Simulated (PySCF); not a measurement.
Compound: C₆H₁₂N₂Si.
Atom-mapped SMILES: `[CH:1]1=[N:2][Si@H:3]([NH:4][CH:5]2[CH2:6][CH2:7][CH2:8]2)[CH2:9]1` (hydrogens: H10 on C1; H11 on Si3; H12 on N4; H13 on C5; H14, H15 on C6; H16, H17 on C7; H18, H19 on C8; H20, H21 on C9)

Geometry (GFN2-xTB, Å), atoms numbered from 1 in this order:
```xyz
21
C6H12N2Si angstrom
C      3.648   -0.177    0.738
N      2.825   -0.763    1.516
Si     1.480    0.341    1.095
N      0.127   -0.514    0.508
C     -1.145    0.054    0.191
C     -1.501    0.239   -1.303
C     -2.862   -0.423   -1.041
C     -2.371   -0.867    0.345
C      2.970    0.931    0.003
H      4.686   -0.477    0.653
H      1.064    1.299    2.109
H      0.265   -1.421    0.089
H     -1.244    0.981    0.755
H     -1.521    1.263   -1.668
H     -0.857   -0.356   -1.947
H     -3.141   -1.222   -1.725
H     -3.676    0.296   -0.988
H     -2.084   -1.917    0.379
H     -3.028   -0.655    1.185
H      2.936    0.759   -1.072
H      3.419    1.907    0.177
```

Computed at PBE0/pcSseg-1 (PySCF, non-relativistic), with Q(14N) = 0.02044 b: N2, 14N (I = 1): χzz = -5.146 MHz, η = 0.807; N4, 14N (I = 1): χzz = -4.573 MHz, η = 0.381.

Task: Find the zero-field quadrupole resonance frequencies of 14N at N2.

Result: From ν± = (3/4)|χ|(1 ± η/3) and ν0 = |χ|η/2: ν+ 4.898 MHz, ν− 2.821 MHz, ν0 2.076 MHz (C=N nitrogen).

Task: Where would the pure quadrupole (NQR) lines of 14N at N4 fall for the rigid, isolated species?

Result: From ν± = (3/4)|χ|(1 ± η/3) and ν0 = |χ|η/2: ν+ 3.865 MHz, ν− 2.994 MHz, ν0 0.871 MHz (silicon-bound nitrogen).

In a crystal, neighbours and librations shift these lines. GFN2-xTB bond lengths can be off by several hundredths of an ångström, more for odd bonds, and the gradients follow them. The small basis limits the accuracy of the gradients.

These values come from a run that also computed NMR shieldings. Time: 48 s; peak memory 0.98 GiB. Hardware: Arm Neoverse V1, one thread, shared host with 32 logical CPUs at a one-minute load of 27.

One conformer stands for the species.
